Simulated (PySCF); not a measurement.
Isomers of C3H4S. Isolated molecules, 0 K electronic values unless said otherwise. One relaxed conformer stands for each flexible species; it need not be the lowest. Strings in code marks are SMILES.

The vertical ionisation energy (Delta-SCF) from two functionals at the same geometries (PBE0-D3(BJ)/def2-TZVP), both in PySCF: PBE-D3(BJ)/def2-TZVP and B3LYP-D3(BJ)/def2-TZVP. B3LYP has the VWN-RPA correlation part, as in Gaussian. Delta-SCF ions had no search for a lower state. 

```
species                           PBE-D3(BJ)/def2-TZVP (eV)  B3LYP-D3(BJ)/def2-TZVP (eV)
--------------------------------  -------------------------  ---------------------------
`C=C=CS`                                               8.39                         8.51
`C=CC=S` (C–C–C–S torsion 180°)                        8.58                         8.65
`SC1=CC1` (H–S–C–C torsion 180°)                       8.41                         8.53
`C#CCS`                                                9.07                         9.30
```

Over these rows, drawn at random from the members with no instability flagged (it was tested for open shells, ions and some series alone), PBE minus B3LYP-D3(BJ): mean -0.13 eV, from -0.22 eV to -0.07 eV.
